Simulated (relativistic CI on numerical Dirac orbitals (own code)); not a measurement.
## Electric-dipole lines of Pr XXIV

Calculated at this level of theory: Dirac-Coulomb-Breit CI, separate exchange-only KLI orbitals for each configuration, a model potential for QED, unscaled Slater integrals (own radial code, finite nucleus).

Configurations in the expansion (outside the closed core [Ar] 3d10): 4s²4p⁶, 4s²4p⁵4d, 4s4p⁶4d, 4s²4p⁵4f, 4s4p⁶4f, 4s²4p⁵5s, 4s²4p⁵5p, 4p⁶4d4f, 4s4p⁶5s, 4s²4p⁵5d, 4s4p⁶5p, 4s²4p⁵5f, 4s²4p⁵5g, 4s4p⁶5d, 4s²4p⁵6s, 4s²4p⁵6p, 4p⁶4f5s, 4s4p⁶5f, 4s²4p⁵6d, 4s4p⁶5g, 4s²4p⁵6f, 4p⁶4d², 4p⁵4d³, 4p⁵4d²4f, 4p⁵4d²5s, 4p⁵4d²5p, 4p⁶4f², 4p⁵4d4f², 4p⁵4f³, 4p⁵4f²5s, 4p⁵4f²5p, 4p⁶4d5s, 4p⁵4d4f5s, 4p⁵4d5s², 4p⁵4d5s5p. Double excitations out of closed p, d and f shells are left out; levels of such configurations are missing from the list, as are those of other unlisted configurations, and high levels can miss mixing partners. These lack a partner that the ground configuration has and come out too high: 4s²4p⁵5d, 4s²4p⁵5f, 4s²4p⁵5g, 4s²4p⁵6s, 4s²4p⁵6p.

| λ vac (Å) | Lower | Upper | A (s⁻¹) | E lower (eV) | E upper (eV) |
| --- | --- | --- | --- | --- | --- |
| 49.242 | 4s²4p⁵4f ³G3 [26] | 4s²4p⁵5g ³H°4 [126] | 2.09e+12 | 256.966 | 508.753 |
| 49.260 | 4s4p⁶4f ³F°4 [34] | 4s4p⁶5g ³G5 [273] | 2.13e+12 | 330.279 | 581.974 |
| 49.334 | 4s²4p⁵4f ³G5 [18] | 4s²4p⁵5g ³H°6 [88] | 2.14e+12 | 230.254 | 481.568 |
| 49.401 | 4s²4p⁵4f ³G4 [19] | 4s²4p⁵5g ³H°5 [90] | 2.01e+12 | 231.064 | 482.041 |
| 49.550 | 4s²4p⁵4f ³F3 [22] | 4s²4p⁵5g ¹G°4 [92] | 1.73e+12 | 233.442 | 483.660 |
| 49.576 | 4s²4p⁵4f ¹G4 [27] | 4s²4p⁵5g ³H°5 [131] | 2.14e+12 | 259.081 | 509.170 |
| 49.632 | 4s²4p⁵4f ³D3 [28] | 4s²4p⁵5g ³F°4 [128] | 2.12e+12 | 259.132 | 508.937 |
| 49.845 | 4s²4p⁵4f ³D3 [23] | 4s²4p⁵5g ³F°4 [91] | 1.69e+12 | 234.250 | 482.988 |
| 49.850 | 4s²4p⁵4f ³F4 [24] | 4s²4p⁵5g ³G°5 [93] | 1.98e+12 | 235.231 | 483.947 |
| 82.667 | 4p⁶4d² ³F4 [59] | 4p⁵4d³ ³F°4 [248] | 1.35e+12 | 408.928 | 558.909 |
| 82.916 | 4p⁶4d² ¹G4 [62] | 4p⁵4d³ ¹G°4 [256] | 1.55e+12 | 413.550 | 563.080 |
| 83.416 | 4p⁶4d² ¹G4 [62] | 4p⁵4d³ ³G°5 [253] | 1.28e+12 | 413.550 | 562.185 |
| 84.045 | 4s²4p⁶ ¹S0 [1] | 4s²4p⁵4d ¹P°1 [13] | 1.39e+12 | 0.000 | 147.520 |
| 85.091 | 4p⁶4d² ³F4 [59] | 4p⁶4d4f ¹H°5 [245] | 1.18e+12 | 408.928 | 554.636 |
| 95.833 | 4s²4p⁵4d ³F°3 [4] | 4s²4p⁵4f ³G4 [19] | 2.72e+11 | 101.688 | 231.064 |
| 96.806 | 4s²4p⁵4d ¹D°2 [7] | 4s²4p⁵4f ³D3 [23] | 2.64e+11 | 106.175 | 234.250 |
| 97.879 | 4s²4p⁵4d ³D°2 [11] | 4s²4p⁵4f ³D3 [28] | 3.22e+11 | 132.462 | 259.132 |
| 98.442 | 4s²4p⁵4d ³F°4 [6] | 4s²4p⁵4f ³G5 [18] | 2.71e+11 | 104.308 | 230.254 |
| 99.109 | 4s²4p⁵4d ¹F°3 [12] | 4s²4p⁵4f ¹G4 [27] | 2.76e+11 | 133.982 | 259.081 |
| 99.209 | 4s²4p⁵4d ³D°3 [8] | 4s²4p⁵4f ³F4 [24] | 2.57e+11 | 110.258 | 235.231 |

Terms are leading LS components. Brackets give the number of a level in order of energy, since labels repeat. The list gives strong lines, with weight on those to low levels, without lines whose two gauges differ by over a factor of 2.5, among the lowest 400 of 2891 levels, so that lines to higher ones, which can be the strongest, are missing. Levels whose partners in the same complex of configurations lie outside the list can be far off, and so can their lines. Rates are taken at the computed energies, electric ones in the length gauge.

At this charge energies of transitions that change n are usually good to better than 1 %, and those within a shell (Δn = 0) to a few per cent.

LS names give the leading component of a level, which can be under half, so a name can repeat, a term be missing and a line seem to break the LS rules.
